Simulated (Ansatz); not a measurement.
The first iterations of a band of CH5B2Si (9 atoms, charge -1, multiplicity 1).

Level of theory: RKS BLYP/cc-pVDZ (Ansatz 0.2.0).

```json
{"movable images": "5", "climbing image": "yes", "spring": "5.0 eV/Å²", "optimiser": "quadratic models (default)", "start path": "IDPP", "force threshold": "0.05 eV/Å", "iteration limit": "60", "end points": "relaxed"}
```

Image 0:

```xyz
9
Properties=species:S:1:pos:R:3
C -1.728 1.906 -1.149
B -0.930 0.816 -1.007
B 0.032 -0.449 -0.751
Si 0.940 -0.817 1.038
H -2.378 2.757 -1.335
H 0.308 -1.303 -1.593
H 0.688 0.161 2.175
H 2.470 -0.893 0.967
H 0.597 -2.178 1.654
```

Image 6:

```xyz
9
Properties=species:S:1:pos:R:3
C -0.478 1.865 -2.055
B -0.643 0.809 -1.216
B -0.748 -0.417 -0.178
Si 0.670 -0.813 1.233
H -0.431 2.686 -2.766
H -1.679 -1.219 -0.129
H 0.156 -0.751 2.677
H 1.906 0.072 1.258
H 1.246 -2.233 1.177
```

| iteration | highest image above the first end (eV) | largest band force component (eV/Å) |
| --- | --- | --- |
| 1 | 0.081 | 0.747 |
| 2 | 0.041 | 0.197 |

Does the band converge within its limit, and where does its top end?

The run converged. It ended after 5 iterations with the highest image 0.021 eV above the first end. A vibrational analysis at the climbing image gives one clearly imaginary mode, 91i cm⁻¹: a first-order saddle point. Limits of this set-up: an anion without diffuse functions, the dipole of an ion depends on the origin.

Time of the run: 77 s on 1 thread of Arm Neoverse V1 (shared host), peak memory 0.12 GiB.
